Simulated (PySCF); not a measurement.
BeF₂, SMILES [F][Be][F] (connectivity only; charge and spin as stated), charge -1, multiplicity 2.

Geometry optimised at B3LYP-D3(BJ)/def2-TZVPD. The spin state was assumed, not searched. The isomer is the one that the SMILES or the coordinates give; other isomers of the formula were not compared.

Two levels are set side by side: PBE/def2-TZVPD (PySCF) and ωB97X/def2-TZVPD (PySCF). Same geometry, gas phase. Differences are taken from unrounded values.

```tsv
quantity	ωB97X	PBE	PBE minus ωB97X
α-spin orbital gap (eV)	5.23	1.50	-3.74
β-spin orbital gap (eV)	13.77	6.39	-7.39
mean polarisability (bohr³)	118.5	155.4	36.8
```

PBE's more diffuse valence density responds more strongly to a field. Differences between two approximate levels are no errors against the true value.

Rough cost on one machine, each run with all the roots and properties that it gave: ωB97X against PBE within a factor of 2.
